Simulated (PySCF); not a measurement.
# Reading the logs of faulty runs: BFH5Si2

These are calculations, not measurements. They come from PySCF 2.14.0, an open-source quantum chemistry program, on an isolated molecule that a program drew, which may never have been made. The molecule is BFH5Si2 (charge 0, doublet), drawn as the SMILES string `B[SiH][SiH2]F`.

Each row is a Hartree-Fock (HF) and frozen-core CCSD(T) single point in the cc-pV(D+d)Z basis, meant for a local HF minimum. Run 1 is clean. Each other run has one planted mistake out of seven kinds, and not every kind appears here: one electron removed, one electron added, multiplicity raised by two, geometry at a saddle point, minimal basis STO-3G, one bond length entered in bohr, all coordinates scaled. The reference is restricted for singlets and unrestricted otherwise, and also for a bond in bohr. Adding or removing an electron swaps singlet and doublet. Electrons count all cores. HOMO and LUMO are orbital energies over both spins, the gradient is its largest component, and the lowest frequency (negative if imaginary) is given only where the gradient is small. Bond lengths are over the 8 bonds as drawn. T1 is the CCSD diagnostic: over 0.02 (restricted) or 0.045 (unrestricted) a single reference is doubtful.

Geometry of the clean run:
```xyz
9
BFH5Si2, angstrom
B    -1.5119   -0.4141    0.6189
Si   -2.3725    1.3448    0.4214
Si   -1.7746    3.2651    1.6303
F    -0.5623    2.8550    2.6249
H    -1.8765   -1.3458   -0.0392
H    -0.6181   -0.5513    1.4030
H    -3.4821    1.5665   -0.5338
H    -1.2884    4.3515    0.7579
H    -2.8819    3.7749    2.4620
```

```
run,electrons,basis functions,<S^2>,HOMO (eV),LUMO (eV),gradient (hartree/bohr),lowest frequency (cm^-1),mean bond (Å),longest bond (Å),T1,HF (hartree),CCSD(T) (hartree),mistake
1,47,99,0.763,-8.52,0.19,1.6e-05,25,1.5953,2.347,0.0155,-704.90797,-705.42399,no fault
2,47,99,1.726,-8.65,0.59,2.7e-03,-,1.8563,4.435,0.0207,-704.82299,-705.31562,one bond length entered in bohr
3,46,99,0.000,-16.96,-6.95,4.0e-02,-,1.5953,2.347,0.0139,-704.62446,-705.12196,?
4,47,99,0.762,-8.56,0.18,2.2e-02,-,1.5570,2.290,0.0148,-704.90308,-705.41723,?
```

**Which mistake was planted in run 3, and what did it cost?**

It counts 46 electrons, one fewer than the clean run, at the same geometry and basis. So the mistake is: one electron removed. Subtracting run 1 and multiplying by 627.51 kcal/mol a hartree, the energy moved by 177.9 kcal/mol in HF and 189.5 kcal/mol in CCSD(T).

**Which mistake was planted in run 4, and what did it cost?**

The mean and the longest bond both change by the same factor, 0.976, and the gradient is no longer small. So the mistake is: all coordinates scaled. Subtracting run 1 and multiplying by 627.51 kcal/mol a hartree, the energy moved by 3.1 kcal/mol in HF and 4.2 kcal/mol in CCSD(T).

